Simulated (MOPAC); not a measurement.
MOPAC input (PM6):

```
PM6 1SCF UHF MS=0.5 GEO-OK AUX(PRECISION=9) THREADS=1
HBF

B    -0.61802600 1    0.41469115 1    0.02416884 1
F     0.52723220 1   -0.20936331 1   -0.00695393 1
H    -1.65495985 1   -0.18918598 1   -0.05825890 1
```

From the last part of the output:

```
                                                       MOPAC v23.2.5 Linux

          FINAL HEAT OF FORMATION =        -30.50002 KCAL/MOL =    -127.61207 KJ/MOL

          COSMO AREA              =         62.33 SQUARE ANGSTROMS
          COSMO VOLUME            =         44.62 CUBIC ANGSTROMS

          IONIZATION POTENTIAL    =          8.241607 EV
          ALPHA SOMO LUMO (EV)    =         -8.242  0.124
          BETA  SOMO LUMO (EV)    =        -13.067 -0.037
          NO. OF ALPHA ELECTRONS  =          6
          NO. OF BETA  ELECTRONS  =          5
          MOLECULAR WEIGHT        =         30.8163         POINT GROUP:  Cs

          MOLECULAR DIMENSIONS (Angstroms)

            Atom       Atom       Distance
            H     3    F     2     2.18289
            F     2    B     1     0.61619
            F     2    B     1     0.00000

          SCF CALCULATIONS        =          1

   ATOM   CHEMICAL          X               Y               Z
  NUMBER   SYMBOL      (ANGSTROMS)     (ANGSTROMS)     (ANGSTROMS)

     1       B         -0.61802600  *   0.41469115  *   0.02416884  *
     2       F          0.52723220  *  -0.20936331  *  -0.00695393  *
     3       H         -1.65495985  *  -0.18918598  *  -0.05825890  *

                             CARTESIAN COORDINATES

   1    B       -0.618026000     0.414691150     0.024168840
   2    F        0.527232200    -0.209363310    -0.006953930
   3    H       -1.654959850    -0.189185980    -0.058258900

           Empirical Formula: H B F  =     3 atoms

      MOLECULAR POINT GROUP   :   Cs

          ALPHA EIGENVALUES
 -41.22863 -18.24478 -16.46187 -15.90142 -13.73088  -8.24161   0.12437   3.11191
   4.64753

           BETA EIGENVALUES
 -41.10530 -17.96327 -16.32030 -15.97137 -13.06656  -0.03696   0.81356   3.52909
   5.67889

              NET ATOMIC CHARGES AND DIPOLE CONTRIBUTIONS

  ATOM NO.   TYPE          CHARGE      No. of ELECS.   s-Pop       p-Pop
    1          B           0.275926        2.7241     1.35775     1.36633
    2          F          -0.278971        7.2790     1.94310     5.33587
    3          H           0.003045        0.9970     0.99695
 DIPOLE           X         Y         Z       TOTAL
 POINT-CHG.    -1.550     0.827     0.040     1.757
 HYBRID         0.522    -0.639    -0.048     0.826
 SUM           -1.028     0.188    -0.007     1.045

          ATOMIC ORBITAL ELECTRON POPULATIONS

     Atom    s        px        py        pz
    1  B   1.35775   0.64985   0.58907   0.12740
    2  F   1.94310   1.61526   1.84275   1.87786
    3  H   0.99695

                    (SZ)    =    0.500000
                    (S**2)  =    0.752887

          ATOMIC ORBITAL SPIN POPULATIONS

    Atom   Total    s     px     py     pz
         Atomic
    1  B  0.7869  0.319  0.015  0.439  0.014
    2  F  0.0463  0.001 -0.011  0.066 -0.009
    3  H  0.1668  0.167

 **********************
 *                    *
 * JOB ENDED NORMALLY *
 *                    *
 **********************

 == MOPAC DONE ==
```
